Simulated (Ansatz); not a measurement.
System: NO2 (charge -1, singlet). It need not be the lowest isomer of its formula. Whether it binds its extra electron was not tested at this geometry. 
Geometry from a B3LYP-D3(BJ)/def2-TZVP (Ansatz, a quantum-chemistry and plane-wave program) optimisation:
```
N
O 1 1.2577
O 1 1.2577 2 116.36
```
Charge -1, spin multiplicity 1.

Basis-set convergence of Hartree-Fock and CCSD(T) correlation energies (hartree) with Ansatz. Cores are frozen in the correlated levels unless marked. No spin-orbit coupling. Non-relativistic. This anion needs diffuse functions, which these sets lack.

```tsv
basis	functions	E(HF)	E(corr, CCSD(T))
cc-pVDZ	42	-204.07658	-0.55780
cc-pVTZ	90	-204.14950	-0.70860
cc-pVQZ	165	…	…
```

Question: Some entries are withheld; supply them.

Answer: 
- cc-pVQZ, E(HF): -204.17133
- cc-pVQZ, E(corr, CCSD(T)): -0.76227
